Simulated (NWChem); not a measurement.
Species: C$_{3}$H$_{8}$Si; SMILES [SiH3]C1CC1

Program: NWChem. Pople sets run with spherical d functions. Each level has its own optimisation; frequencies are unscaled. Brackets give each atom's bonded neighbours.

```
level                r C–Si (Å)  r H–Si (Å)  r C–C [C(CCHH)–C(CCHSi)] (Å)  r C–H [C(CCHSi)–H(C)] (Å)  highest harmonic frequency (cm⁻¹)  lowest (cm⁻¹)  zero-point energy (kcal/mol)  dipole (D)
-------------------  ----------  ----------  ----------------------------  -------------------------  ---------------------------------  -------------  ----------------------------  ----------
Hartree-Fock/STO-3G       1.855       1.423                         1.508                      1.081                               3804            109                          74.0        0.16
Hartree-Fock/6-31G*       1.869       1.479                         1.510                      1.079                               3390            136                          65.0        0.91
PBE0/def2-SVP             1.867         [?]                         1.510                        [?]                                [?]            136                           [?]        0.93
```

Some entries are withheld; supply them.


- PBE0/def2-SVP, r H–Si (Å): 1.497
- PBE0/def2-SVP, r C–H [C(CCHSi)–H(C)] (Å): 1.096
- PBE0/def2-SVP, highest harmonic frequency (cm⁻¹): 3244
- PBE0/def2-SVP, zero-point energy (kcal/mol): 60.6
